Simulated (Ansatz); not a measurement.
Molecule: CH2BCl2, net charge 0, doublet state. It need not be the lowest isomer of its formula. SMILES: [CH2]B(Cl)Cl
Structure (B3LYP-D3(BJ)/def2-TZVP (Ansatz, a first-principles code) minimum search):
```
B
C 1 1.5136
H 2 1.0833 1 122.06
H 2 1.0833 3 115.89 1 180.00
Cl 1 1.7625 2 120.61 3 0.00
Cl 1 1.7625 2 120.61 3 -180.00
```
Charge 0, spin multiplicity 2.

Atomisation energy built up term by term with Ansatz (kcal/mol; UHF references for open shells; valence terms freeze the core; atomic spin-orbit terms are left out). CBS(X,Y): correlation extrapolated as X^-3; Hartree-Fock from the larger set.

```csv
term,basis,kcal/mol
Hartree-Fock,cc-pV(Q+d)Z,404.06
CCSD correlation,"CBS(cc-pV(T+d)Z,cc-pV(Q+d)Z)",103.19
(T),"CBS(cc-pV(T+d)Z,cc-pV(Q+d)Z)",9.59
core correlation,cc-pwCVTZ,2.61
scalar relativity (X2C),cc-pVTZ-DK against cc-pVTZ,-0.68
sum: De,,518.8
```

(T) makes 1.9 % of the CCSD(T) atomisation energy; under 5 % is typical of single-reference molecules.
